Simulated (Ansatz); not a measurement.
# Energy profile

The step: SiHSF₃ ([F][Si]([F])([F])[SH]) + H₂ → SiHF₃ ([F][SiH]([F])[F]) + H₂S; bonds formed: Si1–H7, S2–H6; bonds broken: Si1–S2, H6–H7 (atoms numbered as in the saddle structure below).

Si1  (-0.268, 0.229, -0.592)
S2  (0.943, -1.233, 0.849)
F3  (0.845, 0.044, -1.727)
F4  (-0.131, 1.803, -0.417)
F5  (-1.502, -0.413, -1.353)
H6  (-0.374, -0.490, 1.178)
H7  (-1.161, 0.231, 0.778)
H8  (1.649, -0.171, 1.285)
(Å)

Electronic energies by CCSD(T) at an estimated basis limit (MP2 extrapolated from triple and quadruple zeta, plus CCSD(T) − MP2 in triple zeta), on PBE0-D4/def2-TZVP structures; SiH3SF3, closed shell; no counterpoise correction. Program: Ansatz 0.2.0. Basis: def2-TZVPP and def2-QZVPP. Cores are frozen in the correlated methods. Extrapolation: Hartree–Fock as exp(−7.88 √X), correlation as X^−2.97.

Task: Give the profile in eV, counted from the separated reactants. (To be estimated.)

Result: The calculation gives:
```tsv
point	eV
separated: SiHSF3 (linked as [F][Si]([F])([F])[SH]; Si1, S2, F3, F4, F5, H8; singlet) + H2 (H6, H7; singlet)	0.000
start structure	-0.024
saddle	2.565
end structure	0.241
separated: SiHF3 (linked as [F][SiH]([F])[F]; Si1, F3, F4, F5, H7; singlet) + H2S (S2, H6, H8; singlet)	0.342
```

T1 diagnostic: at most 0.013.

For scale, one of the runs: CCSD(T)/def2-TZVPP, 219 basis functions, launched by `ansatz run in.yaml --threads 4 --pin off --events-out ev --progress --plain --max-ram 9574MiB`. Time: 110 s of wall clock on 4 CPU threads of an Arm Neoverse V2; the host was shared. Peak host memory: 3.4 GiB.
